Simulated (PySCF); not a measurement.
## Basis-set dependence of population analyses: 1,1-dimethylcyclohexane

Compound: 1,1-dimethylcyclohexane, C₈H₁₆.
Bonds: C1–C2, C2–C3, C2–C4, C4–C5, C5–C6, C6–C7, C7–C8, C2–C8. Hydrogens: H9, H10, H11 on C1; H12, H13, H14 on C3; H15, H16 on C4; H17, H18 on C5; H19, H20 on C6; H21, H22 on C7; H23, H24 on C8.

PBE0 throughout (PySCF), one geometry, spherical d and f functions. Geometry: PBE0-D3(BJ)/def2-SVP, one conformer, isolated molecule. Atoms taken as equivalent share a column and are averaged. The first 7 of 9 kinds of atom are listed.

Mulliken charges (e):

| basis | functions | C1/C3 | C2 | C4/C8 | C5/C7 | C6 | H9 (×6) | H15/H16/H23/H24 |
| --- | --- | --- | --- | --- | --- | --- | --- | --- |
| STO-3G | 56 | -0.229 | +0.030 | -0.140 | -0.143 | -0.141 | +0.073 | +0.069 |
| pcSseg-0 | 104 | -0.484 | -0.623 | -0.329 | -0.473 | -0.473 | +0.221 | +0.229 |
| 6-31G | 104 | -0.467 | -0.032 | -0.284 | -0.319 | -0.310 | +0.157 | +0.150 |
| 6-31G* | 144 | -0.517 | +0.037 | -0.311 | -0.330 | -0.322 | +0.167 | +0.156 |
| cc-pVDZ | 192 | +0.020 | -0.400 | +0.032 | -0.044 | -0.049 | +0.032 | +0.019 |
| def2-SVP | 192 | +0.028 | -0.427 | +0.022 | -0.033 | -0.056 | +0.031 | +0.022 |
| pcSseg-1 | 216 | -0.146 | -0.627 | -0.110 | -0.207 | -0.223 | +0.109 | +0.108 |
| 6-311+G(2d,p) | 312 | -0.631 | +0.694 | -0.336 | -0.376 | -0.263 | +0.152 | +0.133 |
| aug-cc-pVDZ | 328 | +1.573 | -4.240 | +1.398 | +0.570 | +0.685 | -0.121 | -0.335 |

IAO charges (e):

| basis | functions | C1/C3 | C2 | C4/C8 | C5/C7 | C6 | H9 (×6) | H15/H16/H23/H24 |
| --- | --- | --- | --- | --- | --- | --- | --- | --- |
| STO-3G | 56 | -0.384 | +0.007 | -0.250 | -0.253 | -0.255 | +0.127 | +0.124 |
| pcSseg-0 | 104 | -0.409 | +0.024 | -0.260 | -0.266 | -0.266 | +0.133 | +0.128 |
| 6-31G | 104 | -0.427 | +0.057 | -0.263 | -0.262 | -0.261 | +0.136 | +0.126 |
| 6-31G* | 144 | -0.406 | +0.055 | -0.249 | -0.248 | -0.248 | +0.129 | +0.120 |
| cc-pVDZ | 192 | -0.407 | +0.057 | -0.251 | -0.249 | -0.248 | +0.129 | +0.120 |
| def2-SVP | 192 | -0.396 | +0.051 | -0.245 | -0.244 | -0.243 | +0.126 | +0.118 |
| pcSseg-1 | 216 | -0.405 | +0.049 | -0.251 | -0.250 | -0.249 | +0.129 | +0.121 |
| 6-311+G(2d,p) | 312 | -0.419 | +0.055 | -0.257 | -0.256 | -0.255 | +0.133 | +0.123 |
| aug-cc-pVDZ | 328 | -0.418 | +0.057 | -0.256 | -0.255 | -0.254 | +0.133 | +0.123 |

Some averages cover members that differ in this geometry, most widely: C1/C3, Mulliken in aug-cc-pVDZ +1.406 to +1.740; H9 (×6), Mulliken in aug-cc-pVDZ -0.229 to -0.072; C1/C3, Mulliken in 6-311+G(2d,p) -0.665 to -0.596; H15/H16/H23/H24, Mulliken in aug-cc-pVDZ -0.356 to -0.314 e.

Which scheme is steadiest as the basis changes?

Largest range over the bases for any column: IAO 0.05 e, Mulliken 4.93 e. IAO charges move least and Mulliken charges most, counted in e. Without the minimal STO-3G basis the ranges are IAO 0.03, Mulliken 4.93 e.

How much do the charges still move between the two largest bases, 6-311+G(2d,p) and aug-cc-pVDZ?

At most, over all atoms: Mulliken 4.934 e, IAO 0.002 e.

What do the same runs give for the total energy, the frontier levels and the dipole moment?

```csv
basis,energy (Eh),HOMO (eV),LUMO (eV),μ (D)
STO-3G,-310.4427,-6.86,9.63,0.03
pcSseg-0,-313.4268,-8.29,1.86,0.05
6-31G,-314.0429,-7.97,2.38,0.08
6-31G*,-314.1146,-7.97,2.39,0.09
cc-pVDZ,-314.1338,-8.05,1.68,0.10
def2-SVP,-313.8986,-8.12,1.57,0.09
pcSseg-1,-314.0763,-8.17,1.33,0.10
"6-311+G(2d,p)",-314.2019,-8.13,0.28,0.13
aug-cc-pVDZ,-314.1507,-8.10,-0.08,0.14
```

The dipole is fixed by the density alone, so its range of 0.11 D shows that the density itself changes with the basis, not only its division among atoms.
